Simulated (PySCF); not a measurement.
Identify the compound

An unknown has the formula C4H6FNSi. Its calculated NMR data are:

¹H NMR (300 MHz, computed): δ 6.92 (m, 1H), 5.77 (m, 1H), 5.70 (m, 1H), 4.00 (m, 3H).

¹³C{¹H} NMR (computed): δ 160.7 (CH), 122.3 (C), 101.5 (CH), 92.6 (CH).

[PySCF 2.14: GFN2-xTB geometry; σ from GIAO-PBE0/pcSseg-1; no relativistic terms; rapidly exchanging positions averaged; no solvent; one computed conformer]

Referencing at the same level of theory: TMS for ¹H and ¹³C.

Problem. Which of these isomers gave the spectra?
A. N#CC/C(F)=C\[SiH3]
B. N#C[SiH2]/C=C/CF
C. C#C/C=C\[Si@@H](N)F
D. C#C/C=C/[Si@H](N)F
E. N#C/C=C/[C@H](F)[SiH3]

Solution. E. 

- Rings plus π bonds: 3 (no ring in the answer).
- 4 carbon signals for 4 carbons: no two carbons are equivalent.
- Carbon types of the structure: 1 × C, 3 × CH, leaving 3 H on heteroatoms.
- δC 160.7, 101.5: alkene CH; as expected for a trigonal carbon in a double bond.
- δC 122.3: nitrile carbon; this is the usual window of a C≡N carbon, which has no attached hydrogen.
- δC 92.6: allylic sp3 CH bonded to F and Si; pulled downfield by the heteroatom.
- δH 6.92, 5.70: hydrogen on an alkene CH; attached to an sp2 carbon and in the plane of the double bond.
- δH 5.77: hydrogen on an allylic sp3 CH bonded to F and Si; its carbon carries F, an electronegative neighbour.

The others: C#C/C=C\[Si@@H](N)F has carbons computed at 155.8, 133.2, 92.8, 88.1; N#C[SiH2]/C=C/CF has carbons computed at 158.0, 122.9, 121.5, 87.5, with a different DEPT pattern; C#C/C=C/[Si@H](N)F has carbons computed at 149.8, 136.9, 93.6, 87.4; N#CC/C(F)=C\[SiH3] would give 3 signals for carbon-bound and other non-exchanging H, not 4.

Splittings by ¹⁹F in the carbon and heteronuclear signals aren't shown, as no couplings were computed. Shifts are as computed. Against solution values, carbons near 30 ppm lie about +3 ppm off and those near 130 ppm about +5 ppm. Of 1309 compounds with measured shifts, 239 miss one by over three times the rms of a fit or turn the order of signals round; such compounds aren't used in these exercises. Multiplicities follow the n + 1 count of equivalent neighbours, as no J values were calculated; m marks all less simple cases, F and P coupling included.
